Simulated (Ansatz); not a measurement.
Ansatz (a quantum-chemistry and plane-wave program) input for Sc(Cl)3 cation (Cl3Sc), SMILES [Sc]([Cl])([Cl])[Cl] (connectivity only; charge and spin as stated), charge +1, multiplicity 2, PBE-D3(BJ)/def2-SVP. 

Ansatz 0.2 input:
```yaml
crystal:
  periodic: [false, false, false]
  atoms:
    - {symbol: Sc, position_ang: [-0.33795726, -0.67236824, -0.00000001]}
    - {symbol: Cl, position_ang: [1.33676908, 0.22170885, 1.39274934]}
    - {symbol: Cl, position_ang: [-2.25606155, 0.38715482, 0.00000000]}
    - {symbol: Cl, position_ang: [1.33676908, 0.22170886, -1.39274933]}
basis:
  gaussian:
    orbitals: def2-SVP
hamiltonian:
  xc: pbe
  dispersion: d3bj
total_charge: 1
magnetization: {spin_polarized: true, initial_magnetization: 1}
relax: {f_tol: 0.002, max_steps: 200}
```

Program output:

```
WARN ansatz: RAYON_NUM_THREADS=1 ignored (pool sized by the plan → 1); use --threads N
Functional definition: PBE
integrals: 0.04 GiB planned
967 factors; their error is unknown
mean field: 0.28 GiB planned
mean field evaluation 1: about -58225.6196 eV, gradient 2.4e1 eV
mean field evaluation 2: about -58116.5484 eV, gradient 1.7e2 eV
mean field evaluation 4: about -58228.3468 eV, gradient 6.9e0 eV
mean field evaluation 8: about -58228.6051 eV, gradient 8.6e-2 eV
mean field evaluation 16: about -58228.6051 eV, gradient 2.6e-5 eV
mean field evaluation 32: about -58227.0344 eV, gradient 1.0e-1 eV
mean field evaluation 64: about -58228.4768 eV, gradient 1.9e0 eV
mean field -58228.60511038 eV, -2139.8617690402 hartree, gradient 2.6e-5 eV, S^2 0.753390; 8 other end points of the search recorded, 0 dependent functions left out
the calculation of the forces begins
reference -58228.60522271 eV, -2139.8617731682 hartree; 36, 35 occupied and 49, 50 virtual orbitals, 967 factors
relax step   1: F+E_penalty+E_count = -58228.74299773 eV  Δ(F+E_penalty+E_count) = +0.000e0 eV  max|allowed force component| = 1.197e-1 eV/Å  Δτ_max = 0.0000 Å  (265 SCF iters, accepted)
these checks for a lower state are left out or cut short: starts, cluster_reference, orbital_swaps, neighbouring_geometries, increment
integrals: 0.04 GiB planned
967 factors; their error is unknown
mean field: 0.28 GiB planned
mean field -58228.60633218 eV, -2139.8618139406 hartree, gradient 1.3e-5 eV, S^2 0.753412; 0 other end points of the search recorded, 0 dependent functions left out
the calculation of the forces begins
reference -58228.60644442 eV, -2139.8618180654 hartree; 36, 35 occupied and 49, 50 virtual orbitals, 967 factors
relax step   2: F+E_penalty+E_count = -58228.74463673 eV  Δ(F+E_penalty+E_count) = -1.639e-3 eV  max|allowed force component| = 2.904e-2 eV/Å  Δτ_max = 0.0142 Å  (33 SCF iters, accepted)
these checks for a lower state are left out or cut short: starts, cluster_reference, orbital_swaps, neighbouring_geometries, increment
integrals: 0.04 GiB planned
967 factors; their error is unknown
mean field: 0.28 GiB planned
mean field -58228.60635178 eV, -2139.8618146609 hartree, gradient 2.5e-5 eV, S^2 0.753418; 0 other end points of the search recorded, 0 dependent functions left out
the calculation of the forces begins
reference -58228.60646383 eV, -2139.8618187786 hartree; 36, 35 occupied and 49, 50 virtual orbitals, 967 factors
relax step   3: F+E_penalty+E_count = -58228.74567512 eV  Δ(F+E_penalty+E_count) = -1.038e-3 eV  max|allowed force component| = 2.060e-2 eV/Å  Δτ_max = 0.0294 Å  (33 SCF iters, accepted)
these checks for a lower state are left out or cut short: starts, cluster_reference, orbital_swaps, neighbouring_geometries, increment
integrals: 0.04 GiB planned
967 factors; their error is unknown
mean field: 0.28 GiB planned
mean field evaluation 96: about -58228.6063 eV, gradient 4.7e-2 eV
mean field -58228.60634383 eV, -2139.8618143687 hartree, gradient 5.2e-5 eV, S^2 0.753416; 0 other end points of the search recorded, 0 dependent functions left out
the calculation of the forces begins
reference -58228.60645587 eV, -2139.8618184863 hartree; 36, 35 occupied and 49, 50 virtual orbitals, 967 factors
relax step   4: F+E_penalty+E_count = -58228.74568876 eV  Δ(F+E_penalty+E_count) = -1.364e-5 eV  max|allowed force component| = 2.069e-3 eV/Å  Δτ_max = 0.0009 Å  (26 SCF iters, accepted)
these checks for a lower state are left out or cut short: starts, cluster_reference, orbital_swaps, neighbouring_geometries, increment
integrals: 0.04 GiB planned
967 factors; their error is unknown
mean field: 0.28 GiB planned
mean field -58228.60633955 eV, -2139.8618142116 hartree, gradient 2.1e-5 eV, S^2 0.753415; 0 other end points of the search recorded, 0 dependent functions left out
the calculation of the forces begins
reference -58228.60645160 eV, -2139.8618183292 hartree; 36, 35 occupied and 49, 50 virtual orbitals, 967 factors
relax step   5: F+E_penalty+E_count = -58228.74568904 eV  Δ(F+E_penalty+E_count) = -2.812e-7 eV  max|allowed force component| = 1.356e-4 eV/Å  Δτ_max = 0.0002 Å  (25 SCF iters, accepted)
integrals: 0.04 GiB planned
967 factors; their error is unknown
mean field: 0.28 GiB planned
mean field evaluation 128: about -58222.6911 eV, gradient 2.1e1 eV
mean field evaluation 160: about -58228.6063 eV, gradient 1.4e-5 eV
mean field -58228.60633955 eV, -2139.8618142116 hartree, gradient 2.1e-5 eV, S^2 0.753415; 9 other end points of the search recorded, 0 dependent functions left out
the calculation of the forces begins
reference -58228.60645160 eV, -2139.8618183292 hartree; 36, 35 occupied and 49, 50 virtual orbitals, 967 factors
Total energy: -58228.74580108 eV, -2139.8669393283 hartree
Atom 0 at    -0.326867    -0.710406    -0.000000 Å, force    -0.000136     0.000069    -0.000000 eV/Å
Atom 1 at     1.311281     0.231369     1.396111 Å, force     0.000000     0.000003     0.000109 eV/Å
Atom 2 at    -2.216175     0.405873     0.000000 Å, force     0.000135    -0.000075     0.000000 eV/Å
Atom 3 at     1.311281     0.231369    -1.396111 Å, force     0.000000     0.000003    -0.000109 eV/Å
Dipole moment:    -0.081605    -1.039229    -0.000000 e Å
```

Self-consistency was reached.

Cost: about 40 core-seconds (a rough figure).
